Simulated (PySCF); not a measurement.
**Single point on GaBr⁻**

State: ²Π (doublet), unpaired electrons π ↑.

An equivalent input (the run itself took its basis sets from the Basis Set Exchange, started from a PBE0 density and held the occupation σ 15α 15β, πx 7α 7β, πy 8α 7β, δx 2α 2β, δy 2α 2β):

```python
from pyscf import gto, scf, cc
mol = gto.M(atom='Ga 0 0 0; Br 0 0 2.602', basis={'Ga': 'def2-TZVPPD', 'Br': 'def2-TZVPPD'},
            charge=-1, spin=1, verbose=4, symmetry='C2v')
mf = scf.UHF(mol)
mf.irrep_nelec = {'A1': (17, 17), 'A2': (2, 2), 'B1': (7, 7), 'B2': (8, 7)}
mf.conv_tol = 1e-9
mf.max_cycle = 60
mf.diis_space = 10
mf.kernel()
mycc = cc.CCSD(mf, frozen=[[0, 1, 2, 3, 4, 5, 6, 7, 8, 9, 10, 11, 12, 13, 14, 15, 16, 17], [0, 1, 2, 3, 4, 5, 6, 7, 8, 9, 10, 11, 12, 13, 14, 15, 16, 17]])
mycc.run(conv_tol=1e-7, conv_tol_normt=1e-5, max_cycle=80, diis_space=8)
et = mycc.ccsd_t()
```

The SCF ended at -4495.73995605 hartree. The coupled-cluster part of the log:

```
******** <class 'pyscf.cc.uccsd.UCCSD'> ********
CC2 = 0
CCSD nocc = (16, 15), nmo = (93, 93)
frozen orbitals [[0, 1, 2, 3, 4, 5, 6, 7, 8, 9, 10, 11, 12, 13, 14, 15, 16, 17], [0, 1, 2, 3, 4, 5, 6, 7, 8, 9, 10, 11, 12, 13, 14, 15, 16, 17]]
max_cycle = 80
direct = 0
conv_tol = 1e-07
conv_tol_normt = 1e-05
diis_space = 8
diis_start_cycle = 0
diis_start_energy_diff = 1e+09
Init t2, MP2 energy = -0.477106877774851
Init E_corr(UCCSD) = -0.477106877776423
cycle = 1  E_corr(UCCSD) = -0.466000625123459  dE = 0.0111062527  norm(t1,t2) = 0.0931492
cycle = 2  E_corr(UCCSD) = -0.481964606593528  dE = -0.0159639815  norm(t1,t2) = 0.0307497
cycle = 3  E_corr(UCCSD) = -0.481224265383106  dE = 0.00074034121  norm(t1,t2) = 0.0153397
cycle = 4  E_corr(UCCSD) = -0.483213789117027  dE = -0.00198952373  norm(t1,t2) = 0.00717516
cycle = 5  E_corr(UCCSD) = -0.483217587016138  dE = -3.79789911e-06  norm(t1,t2) = 0.00175652
cycle = 6  E_corr(UCCSD) = -0.483103440635818  dE = 0.00011414638  norm(t1,t2) = 0.000698138
cycle = 7  E_corr(UCCSD) = -0.483114766371681  dE = -1.13257359e-05  norm(t1,t2) = 0.00028629
cycle = 8  E_corr(UCCSD) = -0.483126797564899  dE = -1.20311932e-05  norm(t1,t2) = 0.000120617
cycle = 9  E_corr(UCCSD) = -0.483124438959399  dE = 2.3586055e-06  norm(t1,t2) = 5.02732e-05
cycle = 10  E_corr(UCCSD) = -0.483122942384912  dE = 1.49657449e-06  norm(t1,t2) = 1.64367e-05
cycle = 11  E_corr(UCCSD) = -0.483123451120816  dE = -5.08735904e-07  norm(t1,t2) = 6.84663e-06
cycle = 12  E_corr(UCCSD) = -0.483123484820435  dE = -3.36996196e-08  norm(t1,t2) = 2.7844e-06
UCCSD converged
E(UCCSD) = -4496.223079530547  E_corr = -0.4831234848204354
UCCSD(T) correction = -0.0191387648284155
```

T1 diagnostic 0.012, D1 0.049, 31 electrons correlated.

Repeating this along the bond gives Re = 2.582 Å and ωe = 174 cm⁻¹.

A point of this curve took 550 CPU seconds beside 1.6 for the integrals, on Arm Neoverse V1 (shared host).

Correlated steps freeze 18 core orbitals. Spin–orbit coupling is left out. The state is the lowest determinant that a PBE0 search found; another state may lie lower at other levels.
